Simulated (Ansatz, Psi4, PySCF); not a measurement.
ammonia (H₃N), singlet, at a GFN2-xTB geometry. Base run: MP2/aug-cc-pVDZ run with PySCF.

The PySCF input:
```python
from pyscf import gto, scf, mp

mol = gto.M(
    atom='''
N    -0.000889    0.002201    0.110024
H     0.015877    0.938466   -0.275490
H     0.812490   -0.488757   -0.240501
H    -0.822147   -0.465118   -0.254176
''',
    basis='aug-cc-pvdz',
    charge=0,
    spin=0,
    verbose=4,
)

mf = scf.RHF(mol)
mf.kernel()

pt = mp.MP2(mf)
pt.kernel()
print('E(MP2) = %.10f' % pt.e_tot)
```

The same geometry, method and basis name were run in Ansatz (a program for electronic structure) and Psi4 and PySCF, at each program's defaults and at the settings that a row names. The base is PySCF at its defaults. Differences at the defaults can come from grids, fitting, cores and function types together.

| code and settings | ΔE vs base (mEh) | basis functions | E (Eh) | SCF cycles |
|---|---|---|---|---|
| PySCF, defaults (exact integrals, spherical functions, all electrons correlated) | 0.000 | 50 | -56.40753 | 9 |
| Psi4, defaults (density fitting with its default set, spherical functions, all electrons correlated) | 0.049 | 50 | -56.40748 | 10 |
| Ansatz, defaults (factorised integrals, spherical functions, frozen core) | 2.817 | 50 | -56.40472 | - |
| PySCF, frozen core | 2.817 | 50 | -56.40472 | 9 |
| Psi4, exact integrals, spherical functions, frozen core | 2.817 | 50 | -56.40472 | 10 |
| Ansatz, high accuracy, frozen core | 2.817 | 50 | -56.40472 | - |
